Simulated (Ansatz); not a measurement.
System: KOH, charge 0, singlet. KOH (SMILES [OH][K]).
B3LYP-D3(BJ)/def2-TZVP minimum from Ansatz (a program for electronic structure):
```
O
H 1 0.9574
K 1 2.2222 2 180.00
```
Charge 0, spin multiplicity 1.

Total energies in def2-TZVPP, 8 correlated electrons, 10 frozen orbitals. Open shells are spin-unrestricted; no spin-orbit coupling. Correlated methods leave the cores frozen (noble-gas shells, and filled d and f shells in the p block). No relativity.

| method | program | energy (Eh) | minus CCSDT(Q) (mEh) |
|---|---|---|---|
| HF | Ansatz | -674.63892 | 278.90 |
| MP2 | Ansatz | -674.90910 | 8.72 |
| CCSD | Ansatz | -674.90834 | 9.48 |
| CCSD(T) | Ansatz | -674.91720 | 0.62 |
| CCSDT(Q) | Ansatz | -674.91782 | 0.00 |

Rough core times of Ansatz's runs on a shared machine: CCSD(T) under 20 s, CCSDT(Q) 20 s.
